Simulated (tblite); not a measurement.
Species: C4H4N3 (doublet state).
SMILES with atom numbers: `[H]/[C:1]=[N:2]/[C:3](=[N:4]/[H])[CH2:5][C:6]#[N:7]` (hydrogens: H8 on C1; H9 on N4; H10, H11 on C5)

The geometry is computed with GFN2-xTB (gas phase). This method treats the open shell by occupation alone, without spin polarisation.

Entries marked ? are missing. Bonds in one row agree within 0.01 Å.

```json
{"coordinate": "C1=N2", "value": "1.205 Å"}
{"coordinate": "N2–C3", "value": "?"}
{"coordinate": "C3=N4", "value": "?"}
{"coordinate": "C3–C5", "value": "1.537 Å"}
{"coordinate": "C5–C6", "value": "?"}
{"coordinate": "C6≡N7", "value": "?"}
{"coordinate": "C1–H8", "value": "1.074 Å"}
{"coordinate": "N4–H9", "value": "1.013 Å"}
{"coordinate": "C5–H10, C5–H11", "value": "1.094 Å"}
{"coordinate": "C1–N2–C3", "value": "?"}
{"coordinate": "N2–C3–N4", "value": "?"}
{"coordinate": "N2–C3–C5", "value": "112.9°"}
{"coordinate": "N4–C3–C5", "value": "126.9°"}
{"coordinate": "C3–C5–C6", "value": "109.7°"}
{"coordinate": "C5–C6–N7", "value": "?"}
```

Q: Estimate the withheld lengths and angles.

A: 
- N2–C3 = 1.327 Å, drawn single (ends: nitrogen bonded to 2 C; carbon bonded to C and 2 N); 0.11 Å below the sum of covalent radii, 1.44 Å.
- C3=N4 = 1.278 Å, drawn double (ends: carbon bonded to C and 2 N; nitrogen bonded to C and H); 0.16 Å below the sum of covalent radii, 1.44 Å.
- C5–C6 = 1.439 Å, drawn single (ends: carbon bonded to 2 C and 2 H; carbon bonded to C and N); 0.01 Å below the sum of covalent radii, 1.45 Å.
- C6≡N7 = 1.143 Å, drawn triple (ends: carbon bonded to C and N; nitrogen bonded to C); 0.26 Å below the sum of covalent radii, 1.40 Å.
- C1–N2–C3 = 154.6°, at the nitrogen bonded to 2 C; the outer atoms are 2.470 Å apart.
- N2–C3–N4 = 119.9°, at the carbon bonded to C and 2 N; the outer atoms are 2.255 Å apart.
- C5–C6–N7 = 178.1°, at the carbon bonded to C and N; the outer atoms are 2.582 Å apart.

Radii are Cordero's, carbon taken as 0.76, 0.73 or 0.69 Å for four, three, and two or fewer neighbours.

Its GFN2-xTB frequencies are all real (lowest 26 cm⁻¹). Torsions: C1–N2–C3–N4 -98°, N2–C3–C5–C6 57°.

One conformer stands for the species.
